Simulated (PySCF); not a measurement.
Vertical excitation energies

C3H10GaNS.
SMILES: `C=[N][GaH2-][S+](C)C`

Computed with TDDFT wB97X-D/def2-SVPD, vertical, gas phase, core orbitals frozen in the response in PySCF. The structure is a single PBE0-D3(BJ)/def2-SVP conformer in the gas phase; no vibrational or solvent corrections. The wB97X-D/def2-SVPD calculation is non-relativistic and has no spin–orbit coupling, an omission that weighs most on gallium. Torsions of this conformer, `[CH2:1]=[N:2][GaH2-:3][S+:4]([CH3:5])[CH3:6]`: C1–N2–Ga3–S4 -151°, N2–Ga3–S4–C5 -156°.

Q: Predict the UV-vis stick spectrum at this level.

A: 

```
state  E (eV)  ν̃ (cm⁻¹)       f  main configurations (H = HOMO, L = LUMO)
   S1    3.89      31370  0.0004                  H→L+1 (79%), H→L+3 (10%)
   S2    5.42      43730   0.036                    H→L (69%), H→L+2 (18%)
   S3    6.22      50150   0.015     H→L+3 (52%), H→L+5 (16%), H→L+1 (12%)
   S4    6.38      51470   0.036        H→L+2 (38%), H→L+4 (13%), H→L (9%)
   S5    6.53      52680  0.0051    H-1→L (35%), H-2→L (11%), H-2→L+1 (9%)
   S6    6.75      54410   0.032   H-1→L (32%), H-2→L (26%), H-1→L+1 (18%)
   S7    6.84      55170  0.0045     H→L+7 (27%), H→L+4 (25%), H→L+5 (14%)
   S8    6.94      55990   0.053     H→L+4 (27%), H→L+5 (23%), H→L+6 (12%)
   S9    7.22      58190   0.171                H-2→L (30%), H-1→L+1 (20%)
  S10    7.27      58600  0.0013   H→L+8 (34%), H-1→L+1 (19%), H→L+6 (13%)
```

Triplets (Tamm–Dancoff): T1 3.35 eV, H→L+1 (75%), H→L+3 (11%); T2 5.09 eV, H-3→L+1 (42%), H-1→L+1 (20%); T3 5.24 eV, H→L (64%), H→L+2 (11%), H→L+5 (9%); T4 6.05 eV, H→L+3 (19%), H-1→L (16%), H-2→L (10%).

The lowest singlet lies at 3.89 eV (319 nm, ultraviolet) and is dark (f under 0.0005); its leading configuration is HOMO→LUMO+1 (79%). The strongest level in the table is S9 at 7.22 eV (172 nm, f = 0.171). Löwdin shares by element: HOMO nitrogen 55%, carbon 17% or more, gallium 8%, hydrogen 6% or more; LUMO sulfur 34%, gallium 22%, carbon 10% or more, hydrogen 6% or more (atoms not listed hold the other 28%). Of the 10 states listed, 6 reach f = 0.01 and 1 stays under 0.0005. The listed states span 3.38 eV, and the widest gap between neighbours is 1.53 eV (S1 to S2). The oscillator strengths of these states sum to 0.354; summed over the whole spectrum of an exact calculation they would give the number of electrons, 82 (Thomas–Reiche–Kuhn). The vertical ionisation energy (ΔSCF) is 8.00 eV, 0.73 eV above S10. The window holds the lowest 10 singlets.

Hardware: one thread, Arm Neoverse V1, no GPU, on a shared host. Cost: 1.9 min.
